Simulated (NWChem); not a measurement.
The numbers come from NWChem runs, not from measurements. System: C2H4F2, charge 0, spin multiplicity 1, displaced from the optimised geometry.

Job file:

```
start mol
memory heap 200 mb stack 900 mb global 1100 mb
geometry units angstroms nocenter noautoz
  C     -0.285375     1.364967     0.000000
  C     -0.325345    -0.164833     0.000000
  F      0.324873    -0.658545    -1.114059
  F      0.324873    -0.658545     1.114059
  H      0.783271     1.704637     0.000000
  H     -0.797320     1.766162    -0.912366
  H     -0.797320     1.766162     0.912366
  H     -1.372033    -0.583953     0.000000
  symmetry group Cs
end
basis spherical
  * library def2-tzvp
end
dft
  xc slater vwn_5
  semidirect memsize 60000000 filesize 0
  iterations 100
  convergence nodiis damp 40
end
task dft gradient
```

The output up to the point where the run's verdict is printed (cleaned and shortened):

```
             Northwest Computational Chemistry Package (NWChem) 7.3.0
             --------------------------------------------------------

                                NWChem Input Module
                                -------------------

 Scaling coordinates for geometry "geometry" by  1.889725989
 (inverse scale =  0.529177249)

 Turning off AUTOSYM since
 SYMMETRY directive was detected!

                             Geometry "geometry" -> ""
                             -------------------------

 Output coordinates in angstroms (scale by  1.889725989 to convert to a.u.)

  No.       Tag          Charge          X              Y              Z
 ---- ---------------- ---------- -------------- -------------- --------------
    1 C                    6.0000    -0.28537500     1.36496700     0.00000000
    2 C                    6.0000    -0.32534500    -0.16483300     0.00000000
    3 F                    9.0000     0.32487300    -0.65854500    -1.11405900
    4 F                    9.0000     0.32487300    -0.65854500     1.11405900
    5 H                    1.0000     0.78327100     1.70463700     0.00000000
    6 H                    1.0000    -0.79732000     1.76616200    -0.91236600
    7 H                    1.0000    -0.79732000     1.76616200     0.91236600
    8 H                    1.0000    -1.37203300    -0.58395300     0.00000000

 Effective nuclear repulsion energy (a.u.)     130.2103301268

            Nuclear Dipole moment (a.u.)
            ----------------------------
        X                 Y               Z
 ---------------- ---------------- ----------------
    -0.0000151178     0.0000037795     0.0000000000

      Symmetry information
      --------------------

 Group name             Cs
 Group number              2
 Group order               2
 No. of unique centers     6

      Symmetry unique atoms

     1    2    3    5    6    8


 Summary of "ao basis" -> "" (spherical)
 ------------------------------------------------------------------------------
       Tag                 Description            Shells   Functions and Types
[...]
 d= 0,ls=0.5         52   -143.8971876856  3.91D+01  2.34D-01              27.9
 d= 0,ls=0.5         53   -183.0205558191 -3.91D+01  2.34D-01              28.5
 d= 0,ls=0.5         54   -143.8971876856  3.91D+01  2.34D-01              29.2
 d= 0,ls=0.5         55   -183.0205558191 -3.91D+01  2.34D-01              29.8
 d= 0,ls=0.5         56   -143.8971876856  3.91D+01  2.34D-01              30.5
 d= 0,ls=0.5         57   -183.0205558191 -3.91D+01  2.34D-01              31.1
 d= 0,ls=0.5         58   -143.8971876856  3.91D+01  2.34D-01              31.8
 d= 0,ls=0.5         59   -183.0205558191 -3.91D+01  2.34D-01              32.4
 d= 0,ls=0.5         60   -143.8971876856  3.91D+01  2.34D-01              33.0
 d= 0,ls=0.5         61   -183.0205558191 -3.91D+01  2.34D-01              33.6
 d= 0,ls=0.5         62   -143.8971876856  3.91D+01  2.34D-01              34.2
 d= 0,ls=0.5         63   -183.0205558191 -3.91D+01  2.34D-01              34.8
 d= 0,ls=0.5         64   -143.8971876856  3.91D+01  2.34D-01              35.5
 d= 0,ls=0.5         65   -183.0205558191 -3.91D+01  2.34D-01              36.1
 d= 0,ls=0.5         66   -143.8971876856  3.91D+01  2.34D-01              36.6
 d= 0,ls=0.5         67   -183.0205558191 -3.91D+01  2.34D-01              37.0
 d= 0,ls=0.5         68   -143.8971876856  3.91D+01  2.34D-01              37.4
 d= 0,ls=0.5         69   -183.0205558191 -3.91D+01  2.34D-01              37.8
 d= 0,ls=0.5         70   -143.8971876856  3.91D+01  2.34D-01              38.1
 d= 0,ls=0.5         71   -183.0205558191 -3.91D+01  2.34D-01              38.5
 d= 0,ls=0.5         72   -143.8971876856  3.91D+01  2.34D-01              38.9
 d= 0,ls=0.5         73   -183.0205558191 -3.91D+01  2.34D-01              39.3
 d= 0,ls=0.5         74   -143.8971876856  3.91D+01  2.34D-01              39.7
 d= 0,ls=0.5         75   -183.0205558191 -3.91D+01  2.34D-01              40.1
 d= 0,ls=0.5         76   -143.8971876856  3.91D+01  2.34D-01              40.5
 d= 0,ls=0.5         77   -183.0205558191 -3.91D+01  2.34D-01              40.9
 d= 0,ls=0.5         78   -143.8971876856  3.91D+01  2.34D-01              41.3
 d= 0,ls=0.5         79   -183.0205558191 -3.91D+01  2.34D-01              41.7
 d= 0,ls=0.5         80   -143.8971876856  3.91D+01  2.34D-01              42.0
 d= 0,ls=0.5         81   -183.0205558191 -3.91D+01  2.34D-01              42.4
 d= 0,ls=0.5         82   -143.8971876856  3.91D+01  2.34D-01              42.8
 d= 0,ls=0.5         83   -183.0205558191 -3.91D+01  2.34D-01              43.2
 d= 0,ls=0.5         84   -143.8971876856  3.91D+01  2.34D-01              43.6
 d= 0,ls=0.5         85   -183.0205558191 -3.91D+01  2.34D-01              44.0
 d= 0,ls=0.5         86   -143.8971876856  3.91D+01  2.34D-01              44.3
 d= 0,ls=0.5         87   -183.0205558191 -3.91D+01  2.34D-01              44.7
 d= 0,ls=0.5         88   -143.8971876856  3.91D+01  2.34D-01              45.1
 d= 0,ls=0.5         89   -183.0205558191 -3.91D+01  2.34D-01              45.4
 d= 0,ls=0.5         90   -143.8971876856  3.91D+01  2.34D-01              45.8
 d= 0,ls=0.5         91   -183.0205558191 -3.91D+01  2.34D-01              46.2
 d= 0,ls=0.5         92   -143.8971876856  3.91D+01  2.34D-01              46.6
 d= 0,ls=0.5         93   -183.0205558191 -3.91D+01  2.34D-01              46.9
 d= 0,ls=0.5         94   -143.8971876856  3.91D+01  2.34D-01              47.3
 d= 0,ls=0.5         95   -183.0205558191 -3.91D+01  2.34D-01              47.7
 d= 0,ls=0.5         96   -143.8971876856  3.91D+01  2.34D-01              48.0
 d= 0,ls=0.5         97   -183.0205558191 -3.91D+01  2.34D-01              48.4
 d= 0,ls=0.5         98   -143.8971876856  3.91D+01  2.34D-01              48.8
 d= 0,ls=0.5         99   -183.0205558191 -3.91D+01  2.34D-01              49.1
 d= 0,ls=0.5        100   -143.8971876856  3.91D+01  2.34D-01              49.5
```

Convergence was not reached. The next line reads: Calculation failed to converge. NWChem stopped with the message: dft gradient failed.
